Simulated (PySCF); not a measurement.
# Working out the ionisation energy of Mn

Mn [Ar] 3d5 4s2 (6S) → Mn⁺ [Ar] 3d5 4s1 (7S). Calculation: PySCF 2.14, in pcseg-2; the non-relativistic Hamiltonian (point nucleus). Frozen: [Ar]. Energies in hartree (1 hartree = 27.21139 eV):

```
             part    Mn (lower)   Mn⁺ (upper)
              UHF  -1149.847141  -1149.627640
MP2 opposite-spin     -0.033887      0.000000
    MP2 same-spin     -0.074093     -0.074899
```

**Question.** What does Hartree-Fock give?

**Answer.** (-1149.627640) − (-1149.847141) = 0.219501 hartree = 5.973 eV.

**Question.** What do MP2 and SCS-MP2 (6/5 opposite-spin, 1/3 same-spin) give?

**Answer.** The opposite-spin parts differ by 0.922 eV and the same-spin parts by -0.022 eV. MP2: 5.973 + (0.922) + (-0.022) = 6.873 eV. SCS-MP2: 5.973 + 1.2 × (0.922) + (-0.022)/3 = 7.072 eV.

Measured between the centres of the two terms (NIST): 7.434 eV, so MP2 (valence) is off by -0.561 eV.

The calculation is non-relativistic.

What remains against the reference includes basis incompleteness, the frozen core and correlation beyond second order.
